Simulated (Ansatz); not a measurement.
Species: [W(Cl)2(F)4] (charge 0, multiplicity 1), formula Cl$_{2}$F$_{4}$W.

**Question.** How many basis functions does frozen-core CCSD(T)/def2-TZVPP // r2SCAN-D4/def2-SVP in Ansatz (a first-principles code) use, how many core orbitals are frozen, and how many electrons are correlated?

**Answer.** 264 basis functions and 14 frozen orbitals, which leaves 56 correlated electrons. Core time is of the order of minutes.
